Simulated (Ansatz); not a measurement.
Start from `PS[CH2][SnH3]` and change one atom or group to get `CCSP`.

Ansatz, PBE0-D4/def2-TZVP geometries, multiplicity 1. Each molecule was computed in one conformer, which needn't be the lowest.

Elements past krypton have def2 core potentials.

```
                               property  `PS[CH2][SnH3]`
    LUMO energy (B3LYP/def2-TZVPP) / eV            -0.64
HOMO–LUMO gap (ωB97M-V/def2-TZVPP) / eV             9.93
  LUMO energy (ωB97M-V/def2-TZVPP) / eV             1.24
  HOMO energy (ωB97M-V/def2-TZVPP) / eV            -8.70
      HOMO energy (PBE/def2-TZVPP) / eV            -5.47
     LUMO energy (PBE0/def2-TZVPP) / eV            -0.43
```

Task: What does the change do to each property? (Best estimate.)

Result: Computed: 
| property | `CCSP` | shift |
| --- | --- | --- |
| LUMO energy (B3LYP/def2-TZVPP) / eV | -0.36 | 0.28 |
| HOMO–LUMO gap (ωB97M-V/def2-TZVPP) / eV | 10.71 | 0.78 |
| LUMO energy (ωB97M-V/def2-TZVPP) / eV | 1.73 | 0.49 |
| HOMO energy (ωB97M-V/def2-TZVPP) / eV | -8.98 | -0.28 |
| HOMO energy (PBE/def2-TZVPP) / eV | -5.58 | -0.11 |
| LUMO energy (PBE0/def2-TZVPP) / eV | -0.14 | 0.29 |

With PBE0 the HOMO falls by 0.20 eV and the LUMO rises by 0.29 eV, so the gap widens by about 0.49 eV. PBE moves the HOMO by -0.11 eV and ωB97M-V by -0.28 eV.

Positive LUMOs are unbound, so they and the gaps depend on the basis.

B3LYP here is the variant with VWN-RPA as its local correlation; programs differ in this.
